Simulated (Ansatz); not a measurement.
```
atom    x (Å)    y (Å)    z (Å)
   B   0.0000   0.0000  -1.3364
   C   0.0000   0.0000   0.1827
   O   0.0000   0.0000   1.3146
   H   0.0000  -1.1811  -1.6437
   H  -1.0229   0.5906  -1.6437
   H   1.0229   0.5906  -1.6437
```

Basis set: def2-TZVP (spherical functions). Frozen core: 3 orbitals. Charge 0, multiplicity 1.

Computed with Ansatz (development build ahead of 0.2.0); each method stands on the lowest determinant of its kind that the runs found. Restricted open shells among the atoms or ions are ROHF, correlated in semicanonical orbitals with singles.

**Question.** Give the atomization energy at this shape (free ground-state atoms in the same class of orbitals less the molecule, no zero-point energy) of singlet CH₃BO by RHF-MP2, RHF.

**Answer.**

```
 method  atomization energy
RHF-MP2     562.19 kcal/mol
    RHF     421.18 kcal/mol
```
